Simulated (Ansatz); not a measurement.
Species: H2OSi, SMILES `O=[SiH2]` (charge 0, multiplicity 1).

**Question.** Give a relaxed geometry from Ansatz (a quantum-chemistry and plane-wave program) with PBE0-D3(BJ)/def2-TZVP.

**Answer.** the end point of this relaxation (outside a Z-matrix the atoms follow the SMILES, hydrogens last).
Z-matrix (Å, degrees):
```
Si
O 1 1.5158
H 1 1.4855 2 124.04
H 1 1.4855 3 111.92 2 -180.00
```
